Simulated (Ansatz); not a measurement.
Li₂I₂, relaxed as a singlet with RKS r2SCAN-D4/def2-TZVP in Ansatz, starting from the GFN1-xTB geometry. Force threshold 0.02 eV/Å.

In the def2 sets I takes a core potential; there is no spin–orbit coupling. The structure comes from a short search, and lower isomers may exist.

Start:

```csv
atom,x (Å),y (Å),z (Å)
Li1,-0.438,0.888,0.697
Li2,0.437,-0.889,-0.693
I3,-2.098,-0.450,-0.749
I4,2.099,0.452,0.745
```

(1) Estimate the energy that the relaxation releases and the steps that it takes.

(2) Does the start keep its bonding and symmetry?

(3) Predict the relaxed structure.

## Answers

(1) 3.4 kcal/mol, in 4 steps; 5.5 s on 4 threads of Arm Neoverse V2 on a shared host. No frequencies were taken in this run, so the end may be a saddle point.

(2) By distances, no bond broke or formed. The bond that changes most is Li1–I4, from 2.57 to 2.59 Å (atoms count from 1). Point group D2h at the start, D2h at the end, both within 0.05 Å.

(3) 
```xyz
4

Li   -0.514    1.042    0.814
Li    0.514   -1.042   -0.815
I    -1.998   -0.429   -0.711
I     1.998    0.429    0.711
```
Bond lengths (bridged metal pairs left out): 4 × I–Li 2.59 Å.
